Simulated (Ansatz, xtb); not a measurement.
# Ranking isomers of C4H8B2S

5 gas-phase structures of C4H8B2S, from a drawn sample of its isomers (lower ones may exist). Each was relaxed with GFN2-xTB; where two conformers were screened, the lower at r2SCAN-D4/def2-SVP is listed:

A. `BCB(C#C)SC`, a singlet
B. a singlet given by its coordinates
C. `BSB(C)C#CC`, a singlet
D. a singlet given by its coordinates
E. `CBSBC#CC`, a singlet

D (Å):

```json
{"atom": "C", "x (Å)": "-1.5680", "y (Å)": "1.6696", "z (Å)": "-0.0509"}
{"atom": "C", "x (Å)": "-2.7270", "y (Å)": "-0.7733", "z (Å)": "0.0584"}
{"atom": "C", "x (Å)": "0.0516", "y (Å)": "-0.2744", "z (Å)": "0.0920"}
{"atom": "C", "x (Å)": "-0.1931", "y (Å)": "1.0577", "z (Å)": "-0.0076"}
{"atom": "B", "x (Å)": "-1.0261", "y (Å)": "1.6860", "z (Å)": "1.4634"}
{"atom": "B", "x (Å)": "-2.7667", "y (Å)": "0.7674", "z (Å)": "-0.2937"}
{"atom": "S", "x (Å)": "-1.0761", "y (Å)": "-1.5506", "z (Å)": "0.2707"}
{"atom": "H", "x (Å)": "-1.3750", "y (Å)": "0.8642", "z (Å)": "2.2219"}
{"atom": "H", "x (Å)": "-0.4762", "y (Å)": "2.6427", "z (Å)": "1.8599"}
{"atom": "H", "x (Å)": "-1.5521", "y (Å)": "2.6426", "z (Å)": "-0.5311"}
{"atom": "H", "x (Å)": "-3.7887", "y (Å)": "1.1922", "z (Å)": "-0.6825"}
{"atom": "H", "x (Å)": "-3.2490", "y (Å)": "-0.9419", "z (Å)": "1.0031"}
{"atom": "H", "x (Å)": "-3.2285", "y (Å)": "-1.3902", "z (Å)": "-0.6893"}
{"atom": "H", "x (Å)": "1.0629", "y (Å)": "-0.6548", "z (Å)": "0.0575"}
{"atom": "H", "x (Å)": "0.6475", "y (Å)": "1.6899", "z (Å)": "-0.2624"}
```

Close contacts (Å): C1–C4 1.51, C1–B5 1.61, C1–B6 1.52, C2–B6 1.58, C2–S7 1.84, C3–C4 1.36, C3–S7 1.71, C4–B5 1.80, C1–H10 1.09, C2–H12 1.09, C2–H13 1.09, C3–H14 1.08, C4–H15 1.08, B5–H8 1.17, B5–H9 1.17, B6–H11 1.17.

B (Å):

```yaml
atoms:
  - { symbol: C, position_ang: [-0.2239, 0.9452, 0.1293] }
  - { symbol: C, position_ang: [-1.8853, 0.2151, -1.9020] }
  - { symbol: C, position_ang: [-0.5411, -1.4546, -0.1718] }
  - { symbol: C, position_ang: [-0.3818, -0.4374, 0.6616] }
  - { symbol: B, position_ang: [-1.2182, 2.0149, 0.6748] }
  - { symbol: B, position_ang: [-0.5421, 0.8939, -1.4742] }
  - { symbol: S, position_ang: [-0.5787, -1.0750, -1.9088] }
  - { symbol: H, position_ang: [-0.9510, 3.1499, 0.5809] }
  - { symbol: H, position_ang: [-2.2516, 1.6981, 1.1238] }
  - { symbol: H, position_ang: [0.8132, 1.2560, 0.2863] }
  - { symbol: H, position_ang: [0.0682, 1.5337, -2.2432] }
  - { symbol: H, position_ang: [-2.6699, -0.0542, -1.2055] }
  - { symbol: H, position_ang: [-2.2668, 0.3225, -2.9108] }
  - { symbol: H, position_ang: [-0.6302, -2.4956, 0.0838] }
  - { symbol: H, position_ang: [-0.3565, -0.5991, 1.7312] }
```

Close contacts (Å): C1–C4 1.49, C1–B5 1.56, C1–B6 1.64, C2–B6 1.56, C2–S7 1.84, C3–C4 1.32, C3–S7 1.78, B6–S7 2.02, C1–H10 1.09, C2–H12 1.08, C2–H13 1.08, C3–H14 1.08, C4–H15 1.08, B5–H8 1.17, B5–H9 1.17, B6–H11 1.17.

**Question.** Which do you expect lowest at r2SCAN-D4/def2-SVP, and how would the others follow?

**Answer.** Calculated order at r2SCAN-D4/def2-SVP: E (0.0), C (0.7), D (18.0), B (23.6), A (25.0) kcal/mol. Less than 1 kcal/mol parts E and C, so the order within that pair means little.

Energies above the lowest of each column, in kcal/mol; the last columns are at PBE-D3(BJ)/def2-SVP geometries and were run for some of them only (a dash: not run or not comparable):

```csv
structure,GFN2-xTB,HF/STO-3G,r2SCAN-D4/def2-SVP,PBE-D3(BJ)/def2-SVP,CCSD(T)/def2-SVP + ΔMP2/def2-TZVPP
E,0.0,0.0,0.0,0.0,0.0
C,0.0,1.0,0.7,0.9,0.0
D,12.4,24.3,18.0,14.3,21.4
B,12.2,17.2,23.6,–,–
A,30.0,27.1,25.0,–,–
```

CCSD(T)/def2-SVP + ΔMP2/def2-TZVPP has C and E within 1 kcal/mol of each other at the bottom, and every level picks one of them. CCSD(T)/def2-SVP + ΔMP2/def2-TZVPP orders those it was run on as C (0.0), E (0.0), D (21.4) kcal/mol. Less than 1 kcal/mol parts C and E, so the order within that pair means little. Flexible structures stand in one conformer each, not always the lowest. C keeps a small imaginary mode. Frequencies (GFN2-xTB) were run for C, D, E alone. The ΔMP2 step shifts differences by up to 4.1 kcal/mol, which makes them less sure. ΔMP2 is the change of the MP2 energy from the smaller to the larger basis.

Over these structures GFN2-xTB departs from r2SCAN-D4/def2-SVP by 4.8 kcal/mol on average once a common shift is removed. A GFN2-xTB relaxation took about 0.24 s and the r2SCAN-D4/def2-SVP energy about 1.8 s on a shared host (Ansatz 0.2.0, xtb 6.7.1).
